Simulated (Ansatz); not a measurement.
Born–Oppenheimer molecular dynamics of CH₈FGaO (12 atoms, charge 0, multiplicity 1). It starts at the highest image of a converged band, a first-order saddle point between two minima.

Level of theory: RKS PBE0-D4/def2-SVP (Ansatz 0.2.0).

```json
{"ensemble": "NVE (velocity Verlet)", "time step": "0.5 fs", "steps asked": "179", "starting velocities drawn for": "300 K", "seed": "9824"}
```

First frame:

```xyz
12
Properties=species:S:1:pos:R:3
Ga -1.218 -0.236 0.056
C 0.113 -1.464 -0.715
H -2.229 0.593 -0.811
H -1.450 -0.212 1.635
H 0.763 1.705 -0.457
F 0.554 1.734 -1.371
H 1.314 0.404 1.352
O 0.841 1.219 1.139
H -0.371 -2.180 -1.398
H 0.678 -2.037 0.035
H 0.806 -0.858 -1.318
H 0.199 1.333 1.851
```

(1) How far do the bonds stretch over the last three quarters of this one trajectory? (Pairs bonded in most of those frames.)

Results:

(1) 
```
  bond  mean (Å)  spread (Å)  shortest  longest
Ga1–C2     1.979       0.030      1.94     2.03
Ga1–H3     1.570       0.021      1.54     1.60
Ga1–H4     1.610       0.017      1.58     1.65
 C2–H9     1.104       0.014      1.08     1.13
C2–H10     1.101       0.017      1.07     1.13
C2–H11     1.103       0.008      1.09     1.12
 H5–F6     0.938       0.037      0.88     0.99
 H7–O8     0.967       0.012      0.94     0.99
O8–H12     0.972       0.022      0.93     1.01
```

Mean temperature of the second half: 136 K. The conserved energy stayed within 0.32 meV per atom of its start (net change 0.2 meV per atom), so the integration is sound. A run of 0.089 ps of so small a system gives no equilibrium averages. The orbitals stay closed-shell, which can raise the energy where a bond breaks towards radicals; this wasn't checked here.

The run took 7.5 min on 2 threads of Intel(R) Xeon(R) Platinum 8488C (Sapphire Rapids) (shared host), peak memory 0.28 GiB.
